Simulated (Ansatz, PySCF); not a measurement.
Br2Hg, SMILES [Br][Hg][Br] (connectivity only; charge and spin as stated), charge -1, multiplicity 2. Atoms are numbered in the order given.

```xyz
3

Hg     0.0000     0.0000     0.2258
Br     0.0000    -2.8598     0.2259
Br     0.0000     2.8598     0.2259
```
Charge -1, spin multiplicity 2.

Geometry: B3LYP-D3(BJ)/def2-SVPD. The spin state was assumed, not searched. The isomer is the one that the SMILES or the coordinates give; other isomers of the formula were not compared. The def2 effective core potentials stand for the cores of Hg; spin–orbit coupling is left out.

Two levels are set side by side: PBE-D3(BJ)/def2-SVPD (Ansatz, an electronic-structure program) and B3LYP-D3(BJ)/def2-SVPD (Ansatz). Each level has its own optimised geometry; the coordinates shown are those of the second. Frequencies come from the Hessian of PySCF at each geometry. Differences are taken from unrounded values.

| quantity | B3LYP-D3(BJ) |
|---|---|
| mean bond length (Å) | 2.860 |
| bond Hg1–Br2 (Å) | 2.860 |
| bond Hg1–Br3 (Å) | 2.860 |
| highest harmonic wavenumber (cm⁻¹) | 126 |
| mean harmonic wavenumber (cm⁻¹) | 60 |
| zero-point energy (kcal/mol) | 0.34 |

### Question
What does PBE-D3(BJ) give, and how far is it from B3LYP-D3(BJ)? (An estimate is asked for; the answer gives what the named calculation found.)

### Answer

```
quantity                            PBE-D3(BJ)  PBE-D3(BJ) minus B3LYP-D3(BJ)
----------------------------------  ----------  -----------------------------
mean bond length (Å)                     2.843                         -0.017
bond Hg1–Br2 (Å)                         2.843                         -0.017
bond Hg1–Br3 (Å)                         2.843                         -0.017
highest harmonic wavenumber (cm⁻¹)         127                              1
mean harmonic wavenumber (cm⁻¹)             62                              2
zero-point energy (kcal/mol)              0.36                           0.01
```
